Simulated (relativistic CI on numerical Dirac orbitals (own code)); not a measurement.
**Slater and spin-orbit integrals, Ba LII**

These numbers are calculated, not measured: Dirac-Coulomb-Breit CI, orbitals from a KLI potential per configuration, model QED, unscaled Slater integrals (own radial code, finite nucleus).

Slater integrals F^k, G^k are unscaled and averaged over j, outside the closed core 1s2; ζ comes from projecting the Hamiltonian with its Breit term on Σ l·s of the shell.

- 2s2 2p: ζ(2p) = 2.2768e+06 cm⁻¹; <r>(2p) = 0.0901, <r^2>(2p) = 0.009836 (bohr units).
- 2s 2p2: F^2(2p,2p) = 1.0529e+06, G^1(2s,2p) = 1.1119e+06, ζ(2p) = 2.2681e+06 cm⁻¹; <r>(2s) = 0.104, <r^2>(2s) = 0.01275, <r>(2p) = 0.09018, <r^2>(2p) = 0.009852 (bohr units).
- 2p3: F^2(2p,2p) = 1.0513e+06, ζ(2p) = 2.2595e+06 cm⁻¹; <r>(2p) = 0.09031, <r^2>(2p) = 0.009882 (bohr units).

Averages of the first 10 configurations, taken without configuration mixing, which lowers the lowest level and can move excited configurations by several eV; other configurations of the list can lie among them:

```csv
Configuration,Parity,States,Average energy above the lowest level (eV)
2s2 2p,odd,6,286.8
2s 2p2,even,30,731.8
2p3,odd,20,1222.5
2p2 3s,even,30,6509.6
2p2 3p,odd,90,6644.0
2p2 3d,even,150,6749.9
2s2 3s,even,2,5633.4
2s2 3p,odd,6,5775.4
2s2 3d,even,10,5881.4
2s 2p 3s,odd,24,6048.5
```
